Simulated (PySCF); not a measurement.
Species: C₈H₆Cl (doublet state).
Atom-mapped SMILES: `[H]/[C:1]=[CH:2]\[c:3]1[cH:4][cH:5][cH:6][c:7]([Cl:8])[cH:9]1` (hydrogens: H10 on C1; H11 on C2; H12 on C4; H13 on C5; H14 on C6; H15 on C9)

Structure used (GFN2-xTB), in Å, numbered top down from 1:
```
atom  x, y, z in Å
C1     2.933    0.953   -0.064
C2     2.163   -0.090   -0.082
C3     0.687   -0.134   -0.033
C4     0.036   -1.365   -0.059
C5    -1.344   -1.429   -0.012
C6    -2.101   -0.272    0.060
C7    -1.450    0.952    0.087
Cl8   -2.380    2.409    0.181
C9    -0.071    1.033    0.042
H10    2.897    2.015   -0.018
H11    2.613   -1.078   -0.138
H12    0.613   -2.277   -0.117
H13   -1.840   -2.388   -0.029
H14   -3.177   -0.314    0.096
H15    0.415    1.995    0.065
```

The hyperfine couplings belong to this conformer and change with its torsions.

Level of theory: PySCF, UKS B3LYP, pcH-1 on C Cl H, non-relativistic, mean-field spin-orbit, GIAO. The structure is a single GFN2-xTB conformer in the gas phase; no vibrational or solvent corrections. Couplings are sensitive to structure, and on GFN2-xTB geometries they can be far from those on DFT ones. The SCF solution wasn't tested for stability.

Problem. Give the principal g shifts and their parts.

Solution. 
```tsv
Δg (ppm)	1	2	3
relativistic mass correction	-148	-148	-148
gauge correction	34	6	-54
orbital Zeeman/spin–orbit	-326	10	769
total	-440	-132	567
```

So g = 2.00188, 2.00219, 2.00289 and g_iso = 2.00232; the tensor is rhombic: the two nearest values differ by 31 % of g3 − g1. Axes: g1 points within 6° of the C1–H10 bond, g2 points within 6° of the C2–C3 bond and g3 is normal to the molecular plane.

Problem. What are the electron Larmor frequencies g μB B/h along the three axes at 350 mT?

Solution. 9.8066, 9.8081, 9.8115 GHz for g1, g2 and g3, a range of 4.9 MHz.

Problem. Average each term over the three axes. Which is largest in size?

Solution. The orbital-Zeeman/spin–orbit term 151, the mass correction -148 and the gauge correction -5 ppm, for a total of -2 ppm. The mass correction is the same along every axis, so the anisotropy comes from the other two: their spans along these axes are 89 (gauge) and 1095 ppm (orbital Zeeman/spin–orbit).

Problem. In a frozen sample, at which fields do the three g values resonate at 9.5, 34, 94 and 263 GHz (hyperfine left aside), and which band first spreads them over more than twice a line width of 1.0 mT?

Solution. 
| band | GHz | B(g3) mT | B(g2) mT | B(g1) mT | spread mT |
| --- | --- | --- | --- | --- | --- |
| X | 9.5 | 338.89 | 339.01 | 339.06 | 0.17 |
| Q | 34.0 | 1212.86 | 1213.28 | 1213.47 | 0.61 |
| W | 94.0 | 3353.20 | 3354.38 | 3354.89 | 1.69 |
| J | 263.0 | 9381.84 | 9385.11 | 9386.55 | 4.72 |

The spread grows in proportion to the frequency. J band is the first where it exceeds 2.0 mT.

The largest Mulliken spin populations are on C1 (+1.07), C2 (-0.17) and C3 (+0.08). C1 is the only atom above +0.15.

The HOMO–LUMO gaps are 5.26 eV among the α and 4.21 eV among the β orbitals.
